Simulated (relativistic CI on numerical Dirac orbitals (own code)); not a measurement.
# Spin-allowed bands of a d7 ion in a tetrahedral site, by hand

Problem. Take Δ = 4300 cm⁻¹ and B = 740 cm⁻¹ for a d7 ion in a tetrahedral site. Calculate the three spin-allowed bands.

Working.
1. The terms of highest spin are 4F (energy 0) and 4P (15B = 11100 cm⁻¹). Here the F term splits into A2 at −1.2Δ = -5160, T2 at −0.2Δ = -860 and T1 at +0.6Δ = 2580 cm⁻¹.
2. The two T1 states mix through the element 0.4Δ: H = [[2580, 1720], [1720, 11100]], with roots ½(H₁₁ + H₂₂) ∓ ½√[(H₂₂ − H₁₁)² + 4H₁₂²] = ½(13680) ∓ ½(9188) = 2246 and 11434 cm⁻¹.
3. The ground term is 4A2 at -5160 cm⁻¹.
4. Bands: 4T2 4300 cm⁻¹ (2326 nm), 4T1(F) 7406 cm⁻¹ (1350 nm), 4T1(P) 16594 cm⁻¹ (603 nm).

Check. Exact diagonalisation of the whole d7 shell with these parameters gives 4T2 4300, 4T1 7406, 4T1 16594 cm⁻¹. The match is exact, since without spin-orbit coupling no other term has this spin. The ratio of the second band to the first, 1.722, depends on Δ/B = 5.8 alone, which is how a Tanabe-Sugano diagram is read.
